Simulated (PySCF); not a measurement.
Harmonic spectrum computed at PBE0 in the def2-TZVP basis family (core potentials from Rb on, PySCF, no spin–orbit coupling):

```json
{"symmetry": "πu", "ω (cm⁻¹)": "678", "IR (km/mol, summed over degenerate members)": "74.6"}
{"symmetry": "σg+", "ω (cm⁻¹)": "2095", "IR (km/mol, summed over degenerate members)": "0.0"}
{"symmetry": "σu+", "ω (cm⁻¹)": "2183", "IR (km/mol, summed over degenerate members)": "0.2"}
```

Question: Which molecule gave it? In each, all ligands are bound to the one heavy central atom.
A. GaH₂⁺ (singlet)
B. GeH₂⁺ (doublet)
C. SbH₂⁺ (singlet)
D. AsH₂⁺ (singlet)

Answer: A. It has D∞h symmetry with Ga–H 1.528 Å (×2).
